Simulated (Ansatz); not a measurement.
Reaction (redistribution): `B[SiH](F)[SiH2]N` + `C[N](C)[GeH3]` → `B[N](C)[GeH3]` + `C[SiH](F)[SiH2]N`

Program: Ansatz. Geometries: PBE0-D4/def2-TZVP. ΔE: electronic, gas phase. CCSD(T)/CBS is the MP2 limit (def2-TZVPP, def2-QZVPP) plus CCSD(T) − MP2 in def2-TZVPP, frozen cores. Functionals use def2-TZVPP. For Ge outer-core shells are correlated without core-valence functions, which leaves a few kJ/mol of doubt a bond. Scalar relativity is left out up to krypton. One conformer a species, not always the lowest.

```
 level  ΔE (kJ/mol)
B2PLYP       -254.6
r2SCAN       -249.2
```

**Question.** What does CCSD(T)/CBS give? (Estimate.)

**Answer.** Computed: -252.6 kJ/mol. The listed levels differ from it by -2.0, 3.4 kJ/mol.

Largest T1 diagnostic among the species: 0.013.

From PBE to PBE0 (25 % exact exchange), in def2-TZVPP and without D4, ΔE moves by −3.7 kJ/mol. In def2-TZVPP, CCSD(T) changes the Hartree–Fock value by −8.0 kJ/mol (the triples alone add −1.7 kJ/mol) and MP2 by −17.5 kJ/mol.
